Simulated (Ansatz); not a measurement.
Molecule: CaCl, charge 0, multiplicity 2. SMILES: [Cl][Ca]
Coordinates optimised at B3LYP-D3(BJ)/def2-TZVP (Ansatz, a quantum-chemistry and plane-wave program):
```
Ca
Cl 1 2.4444
```
Charge 0, spin multiplicity 2.

Property: vertical electron affinity (to the singlet state of charge -1; a negative value means that the extra electron is unbound and the number depends on the basis; each state is the SCF solution reached for its spin; for the singlet the Hartree-Fock reference is unstable and T1 is 0.018), in eV. Cores are frozen in the correlated levels unless marked. Open shells are spin-unrestricted. No spin-orbit coupling. Frozen are the shells of the preceding noble gas and the d and f shells that filled before the atom's block. The outer core of K, Ca and their heavier congeners is not correlated, a term that matters for these elements. No relativistic terms. Anions need diffuse functions: def2-D sets add few. CBS marks a two-point X^-3 extrapolation of the correlation energy; Hartree-Fock from the larger set.

| level | program | vertical electron affinity (eV) |
|---|---|---|
| SVWN5/def2-TZVPD | Ansatz | 1.19 |
| PBE/def2-TZVPD | Ansatz | 1.08 |
| r2SCAN/def2-TZVPD | Ansatz | 0.94 |
| B3LYP/def2-TZVPD | Ansatz | 1.12 |
| PBE0/def2-TZVPD | Ansatz | 1.06 |
| CAM-B3LYP/def2-TZVPD | Ansatz | 1.07 |
| wB97X/def2-TZVPD | Ansatz | 1.23 |
| CCSD/def2-SVPD | Ansatz | 1.13 |
| CCSD/def2-TZVPPD | Ansatz | 1.10 |
| CCSD/def2-QZVPPD | Ansatz | 1.12 |
| CCSD(T)/def2-SVPD | Ansatz | 1.15 |
| CCSD(T)/def2-TZVPPD | Ansatz | 1.12 |
| CCSD(T)/def2-QZVPPD | Ansatz | 1.15 |
| CCSD(T)/CBS(def2-TZVPPD,def2-QZVPPD) | Ansatz | 1.14 |
